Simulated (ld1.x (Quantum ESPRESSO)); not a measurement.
# What one change does to a pseudopotential (sulfur, TM)

sulfur, norm-conserving Troullier–Martins (Kleinman–Bylander form), made with ld1.x (Quantum ESPRESSO) 7.5 (BLYP, scalar-relativistic). Core [Ne], reference 3s1.75 3p4.25. Waves: 3p (bound): rc 1.55 bohr; 3d channel at -0.15 Ry: rc 1.40 bohr; 3s (bound): rc 1.10 bohr. Local part: the s channel. Core correction: a·sin(br)/r model core inside 1.05 bohr.

All-electron outer shells of the reference configuration (BLYP, scalar-relativistic, ld1.x):

```csv
shell,level (eV),outermost node (bohr),outermost maximum (bohr)
2s,-211.93,0.13,0.39
2p,-156.93,–,0.33
3s,-17.29,0.60,1.40
3p,-7.00,0.58,1.59
```

Change: all radii but the core radius scaled by about 1.29 (s 1.42, p 2.00, d 1.80 bohr).

Cutoffs: the cutoffs (Ry, on a coarse ladder) from which the occupation-weighted sum of valence levels, in a spherical-Bessel basis at the reference potential, stays within 10 and 1 mRy of its value at 400 Ry; they do not see the model core or the augmentation charge, which bear on the density cutoff. Errors are all-electron minus pseudo energies relative to the spin-unpolarised reference configuration.

Problem. What does the change do?

Solution. The potential gets softer (60 Ry and 140 Ry → 35 Ry and 60 Ry); of the 7 tests that both files solve, the error grows in 2 and shrinks in 3 by more than 15 % and 0.3 meV (median size 2.4 → 2.3 meV); neither file shows a bound ghost. A larger radius leaves more room for a smooth pseudo-wave, so fewer plane waves are needed.

| quantity | base | changed |
| --- | --- | --- |
| cutoff, loose | 60 Ry | 35 Ry |
| cutoff, tight | 140 Ry | 60 Ry |
| loose cutoff by channel (10 mRy a level) | p 10 Ry, s 50 Ry | p 10 Ry, s 21 Ry |
| bound ghosts | none | none |
| error for 3s2 3p4, meV [ΔE -2.57 eV] | +0.1 | +0.2 |
| error for 3s2 3p3, meV [ΔE 9.05 eV] | +3.4 | +2.3 |
| error for 3s2 3p2, meV [ΔE 31.19 eV] | +30 | +21 |
| error for 3s2 3p0, meV [ΔE 111.88 eV] | +289 | +189 |
| error for 3s0 3p6, meV [ΔE 18.19 eV] | +2.4 | +7.5 |
| error for 3s2 3p4.3, meV [ΔE -4.23 eV] | +0.6 | +0.7 |
| error for 3s1 3p5, meV [ΔE 7.75 eV] | +0.4 | +1.2 |
